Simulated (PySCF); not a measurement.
PySCF input (M06-L/def2-TZVPD):

```python
from pyscf import gto, scf, dft

mol = gto.M(
    atom='''
    Si   -0.00000000   -0.00000000   -1.07781535
    Cl    0.00000000    0.00000000    0.88761264
    ''',
    basis='def2-tzvpd',
    charge=1,
    spin=0,
    verbose=4,
)

mf = dft.RKS(mol, xc='m06l').density_fit(auxbasis='def2-universal-jkfit')
mf.grids.level = 4
mf.conv_tol = 1e-9
mf.max_cycle = 100
mf.max_memory = 1500
mf.kernel()
if not mf.converged:
    mf = mf.newton()
    mf.kernel(mf.make_rdm1())
mf.analyze()
```

Output:

```
PySCF version 2.14.0

[INPUT] verbose = 4
[INPUT] num. atoms = 2
[INPUT] num. electrons = 30
[INPUT] charge = 1
[INPUT] spin (= nelec alpha-beta = 2S) = 0
[INPUT] symmetry False subgroup None
[INPUT] Mole.unit = angstrom
[INPUT] Symbol           X                Y                Z      unit          X                Y                Z       unit  Magmom
[INPUT]  1 Si     0.000000000000   0.000000000000  -1.077815350000 AA    0.000000000000   0.000000000000  -2.036775824352 Bohr   0.0
[INPUT]  2 Cl     0.000000000000   0.000000000000   0.887612640000 AA    0.000000000000   0.000000000000   1.677344794302 Bohr   0.0

nuclear repulsion = 64.0797713473899
number of shells = 31
number of NR pGTOs = 141
number of NR cGTOs = 89
basis = def2-tzvpd
ecp = {}

******** <class 'pyscf.df.df_jk.DFRKS'> ********
method = DFRKS
initial guess = minao
damping factor = 0
level_shift factor = 0
DIIS = <class 'pyscf.scf.diis.CDIIS'>
diis_start_cycle = 1
diis_space = 8
diis_damp = 0
SCF conv_tol = 1e-09
SCF conv_tol_grad = None
SCF max_cycles = 100
direct_scf = False
XC library pyscf.dft.libxc version 7.1.2
    S. Lehtola, C. Steigemann, M. J. T. Oliveira, and M. A. L. Marques,  SoftwareX 7, 1–5 (2018)
XC functionals = m06l
    Y. Zhao and D. G. Truhlar,  J. Chem. Phys. 125, 194101 (2006)
    Y. Zhao and D. G. Truhlar,  J. Chem. Phys. 125, 194101 (2006)
    Y. Zhao and D. G. Truhlar,  Theor. Chem. Acc. 120, 215 (2008)
radial grids:
    Treutler-Ahlrichs [JCP 102, 346 (1995); DOI:10.1063/1.469408] (M4) radial grids

becke partition: Becke, JCP 88, 2547 (1988); DOI:10.1063/1.454033
pruning grids: <function nwchem_prune>
grids dens level: 4
symmetrized grids: False
atomic radii adjust function: <function treutler_atomic_radii_adjust>
small_rho_cutoff = 0
Set gradient conv threshold to 3.16228e-05
Initial guess from minao.
tot grids = 57608
init E= -749.791787642846
  HOMO = -0.302558793497081  LUMO = -0.121862214960548  gap/eV = 4.91700
cycle= 1 E= -749.36100708923  delta_E= 0.431  |g|= 0.325  |ddm|= 1.38
  HOMO = -0.565910050569322  LUMO = -0.418708341923703  gap/eV = 4.00556
cycle= 2 E= -749.1617359095  delta_E= 0.199  |g|= 0.865  |ddm|= 1.29
  HOMO = -0.575811097446628  LUMO = -0.391474933494118  gap/eV = 5.01604
cycle= 3 E= -749.40126072604  delta_E= -0.24  |g|= 0.076  |ddm|= 0.701
  HOMO = -0.558883462782507  LUMO = -0.375947347654904  gap/eV = 4.97795
cycle= 4 E= -749.402180475229  delta_E= -0.00092  |g|= 0.0165  |ddm|= 0.183
  HOMO = -0.556458847690184  LUMO = -0.373285175203135  gap/eV = 4.98441
cycle= 5 E= -749.402229116144  delta_E= -4.86e-05  |g|= 0.00549  |ddm|= 0.0528
  HOMO = -0.556092606862595  LUMO = -0.372868181758494  gap/eV = 4.98579
cycle= 6 E= -749.402235090237  delta_E= -5.97e-06  |g|= 0.00217  |ddm|= 0.0137
  HOMO = -0.55623845481329  LUMO = -0.373049407634685  gap/eV = 4.98483
cycle= 7 E= -749.402236443853  delta_E= -1.35e-06  |g|= 0.000147  |ddm|= 0.00282
  HOMO = -0.556212134115079  LUMO = -0.373026975813894  gap/eV = 4.98472
cycle= 8 E= -749.402236449788  delta_E= -5.94e-09  |g|= 2.28e-05  |ddm|= 0.000994
  HOMO = -0.556213091964931  LUMO = -0.373027281941781  gap/eV = 4.98474
cycle= 9 E= -749.402236449976  delta_E= -1.88e-10  |g|= 3.37e-06  |ddm|= 0.000105
  HOMO = -0.556212556037991  LUMO = -0.373027106556532  gap/eV = 4.98473
Extra cycle  E= -749.402236449965  delta_E= 1.11e-11  |g|= 6.37e-06  |ddm|= 2.23e-05
converged SCF energy = -749.402236449965
**** SCF Summaries ****
Total Energy =                        -749.402236449965358
Nuclear Repulsion Energy =              64.079771347389851
One-electron Energy =                -1155.574553341654337
Two-electron Energy =                  342.092545544299071
Two-electron Coulomb Energy =          390.969449543983330
DFT Exchange-Correlation Energy =      -48.876903999684259
HOMO-LUMO gap [eV] =                     4.984729979087203
**** MO energy ****
MO #1   energy= -101.455053955285  occ= 2
MO #2   energy= -66.1885391809915  occ= 2
MO #3   energy= -9.68462357125523  occ= 2
MO #4   energy= -7.38868575881039  occ= 2
MO #5   energy= -7.38582758802534  occ= 2
MO #6   energy= -7.3858275880253   occ= 2
MO #7   energy= -5.59326798919388  occ= 2
MO #8   energy= -3.90601971442406  occ= 2
MO #9   energy= -3.90601971442401  occ= 2
MO #10  energy= -3.89762510947068  occ= 2
MO #11  energy= -1.07444418692204  occ= 2
MO #12  energy= -0.724493843598818 occ= 2
MO #13  energy= -0.587223623817526 occ= 2
MO #14  energy= -0.587223623817493 occ= 2
MO #15  energy= -0.556212556037991 occ= 2
MO #16  energy= -0.373027106556532 occ= 0
MO #17  energy= -0.373027106556524 occ= 0
MO #18  energy= -0.227292057340751 occ= 0
MO #19  energy= -0.142280508187039 occ= 0
MO #20  energy= -0.109598665553701 occ= 0
MO #21  energy= -0.109595747542123 occ= 0
MO #22  energy= -0.100989078449823 occ= 0
MO #23  energy= -0.100989078449811 occ= 0
MO #24  energy= -0.0887990775328377 occ= 0
MO #25  energy= -0.0746695008790968 occ= 0
MO #26  energy= -0.074669500879077 occ= 0
MO #27  energy= -0.0719201423165705 occ= 0
MO #28  energy= 0.00663300256008591 occ= 0
MO #29  energy= 0.00764746492639938 occ= 0
MO #30  energy= 0.00764746492640565 occ= 0
MO #31  energy= 0.0164784135381458 occ= 0
MO #32  energy= 0.0164799457256378 occ= 0
MO #33  energy= 0.0635010650266493 occ= 0
MO #34  energy= 0.0786399978664242 occ= 0
MO #35  energy= 0.0786428205452918 occ= 0
MO #36  energy= 0.085960408643437  occ= 0
MO #37  energy= 0.0859604086434429 occ= 0
MO #38  energy= 0.133912250956104  occ= 0
MO #39  energy= 0.184177311925487  occ= 0
MO #40  energy= 0.18417731192551   occ= 0
MO #41  energy= 0.224238938932533  occ= 0
MO #42  energy= 0.253522025273263  occ= 0
MO #43  energy= 0.341073227703492  occ= 0
MO #44  energy= 0.341073227703521  occ= 0
MO #45  energy= 0.361552719188911  occ= 0
MO #46  energy= 0.361554868081333  occ= 0
MO #47  energy= 0.380863177082266  occ= 0
MO #48  energy= 0.380863177082291  occ= 0
MO #49  energy= 0.42687209250505   occ= 0
MO #50  energy= 0.521929649486552  occ= 0
MO #51  energy= 0.74997643001471   occ= 0
MO #52  energy= 0.749976430014711  occ= 0
MO #53  energy= 0.765735831854333  occ= 0
MO #54  energy= 0.765738000115454  occ= 0
MO #55  energy= 0.782889977321732  occ= 0
MO #56  energy= 0.785399945914107  occ= 0
MO #57  energy= 0.78539994591414   occ= 0
MO #58  energy= 0.792411140604132  occ= 0
MO #59  energy= 0.792413258353553  occ= 0
MO #60  energy= 0.958515555793303  occ= 0
MO #61  energy= 0.96191759128869   occ= 0
MO #62  energy= 0.9619175912887    occ= 0
MO #63  energy= 1.08324495748176   occ= 0
MO #64  energy= 1.10838860698211   occ= 0
MO #65  energy= 1.10838860698216   occ= 0
MO #66  energy= 1.49622734510836   occ= 0
MO #67  energy= 1.71131912481964   occ= 0
MO #68  energy= 1.71136631694177   occ= 0
MO #69  energy= 1.74450070628287   occ= 0
MO #70  energy= 1.74450070628292   occ= 0
MO #71  energy= 1.77125069426064   occ= 0
MO #72  energy= 1.85540047046568   occ= 0
MO #73  energy= 1.85540047046569   occ= 0
MO #74  energy= 1.93288753142751   occ= 0
MO #75  energy= 1.93292797440352   occ= 0
MO #76  energy= 2.16817859097114   occ= 0
MO #77  energy= 2.16817859097116   occ= 0
MO #78  energy= 2.25699115496358   occ= 0
MO #79  energy= 2.31718487969197   occ= 0
MO #80  energy= 2.31718487969199   occ= 0
MO #81  energy= 2.71499595310127   occ= 0
MO #82  energy= 5.77546466411551   occ= 0
MO #83  energy= 5.77546466411553   occ= 0
MO #84  energy= 6.09753576879046   occ= 0
MO #85  energy= 9.69373071537242   occ= 0
MO #86  energy= 10.6277043168719   occ= 0
MO #87  energy= 10.627704316872    occ= 0
MO #88  energy= 11.0621559087312   occ= 0
MO #89  energy= 24.8889988885051   occ= 0
 ** Mulliken pop on meta-lowdin orthogonal AOs  **
 ** Mulliken pop  **
pop of  0 Si 1s           1.99999
pop of  0 Si 2s           1.99985
pop of  0 Si 3s           1.85126
pop of  0 Si 4s           0.00981
pop of  0 Si 5s           0.00098
pop of  0 Si 6s           0.00082
pop of  0 Si 2px          1.99986
pop of  0 Si 2py          1.99986
pop of  0 Si 2pz          1.99993
pop of  0 Si 3px          0.21599
pop of  0 Si 3py          0.21599
pop of  0 Si 3pz          0.68769
pop of  0 Si 4px          0.00805
pop of  0 Si 4py          0.00805
pop of  0 Si 4pz          0.01726
pop of  0 Si 5px          0.00025
pop of  0 Si 5py          0.00025
pop of  0 Si 5pz          0.00082
pop of  0 Si 6px          0.00000
pop of  0 Si 6py          0.00000
pop of  0 Si 6pz          0.00003
pop of  0 Si 3dxy         0.00000
pop of  0 Si 3dyz         0.01021
pop of  0 Si 3dz^2        0.01260
pop of  0 Si 3dxz         0.01021
pop of  0 Si 3dx2-y2      0.00000
pop of  0 Si 4dxy         0.00000
pop of  0 Si 4dyz         0.00218
pop of  0 Si 4dz^2        0.00056
pop of  0 Si 4dxz         0.00218
pop of  0 Si 4dx2-y2      0.00000
pop of  0 Si 5dxy         0.00000
pop of  0 Si 5dyz         0.00050
pop of  0 Si 5dz^2        0.00143
pop of  0 Si 5dxz         0.00050
pop of  0 Si 5dx2-y2      0.00000
pop of  0 Si 4f-3         0.00000
pop of  0 Si 4f-2         0.00000
pop of  0 Si 4f-1         0.00135
pop of  0 Si 4f+0         0.00099
pop of  0 Si 4f+1         0.00135
pop of  0 Si 4f+2         0.00000
pop of  0 Si 4f+3         0.00000
pop of  1 Cl 1s           1.99999
pop of  1 Cl 2s           1.99989
pop of  1 Cl 3s           1.84401
pop of  1 Cl 4s           0.00128
pop of  1 Cl 5s           0.00113
pop of  1 Cl 6s           0.00030
pop of  1 Cl 2px          1.99997
pop of  1 Cl 2py          1.99997
pop of  1 Cl 2pz          1.99996
pop of  1 Cl 3px          1.74474
pop of  1 Cl 3py          1.74474
pop of  1 Cl 3pz          1.54067
pop of  1 Cl 4px          0.00419
pop of  1 Cl 4py          0.00419
pop of  1 Cl 4pz          0.00793
pop of  1 Cl 5px          0.00117
pop of  1 Cl 5py          0.00117
pop of  1 Cl 5pz          0.00091
pop of  1 Cl 6px          0.00013
pop of  1 Cl 6py          0.00013
pop of  1 Cl 6pz          0.00051
pop of  1 Cl 7px          0.00010
pop of  1 Cl 7py          0.00010
pop of  1 Cl 7pz          0.00038
pop of  1 Cl 3dxy         0.00000
pop of  1 Cl 3dyz         0.00961
pop of  1 Cl 3dz^2        0.01586
pop of  1 Cl 3dxz         0.00961
pop of  1 Cl 3dx2-y2      0.00000
pop of  1 Cl 4dxy         0.00000
pop of  1 Cl 4dyz         0.00096
pop of  1 Cl 4dz^2        0.00173
pop of  1 Cl 4dxz         0.00096
pop of  1 Cl 4dx2-y2      0.00000
pop of  1 Cl 5dxy         0.00000
pop of  1 Cl 5dyz         0.00001
pop of  1 Cl 5dz^2        0.00024
pop of  1 Cl 5dxz         0.00001
pop of  1 Cl 5dx2-y2      0.00000
pop of  1 Cl 4f-3         0.00000
pop of  1 Cl 4f-2         0.00000
pop of  1 Cl 4f-1         0.00072
pop of  1 Cl 4f+0         0.00118
pop of  1 Cl 4f+1         0.00072
pop of  1 Cl 4f+2         0.00000
pop of  1 Cl 4f+3         0.00000
 ** Mulliken atomic charges  **
charge of    0Si =      0.93919
charge of    1Cl =      0.06081

WARN: System has nonzero charge 1; the dipole moment is origin-dependent.
Location of origin: [0. 0. 0.]

Dipole moment(X, Y, Z, Debye): -0.00000,  0.00000, -3.15627
```
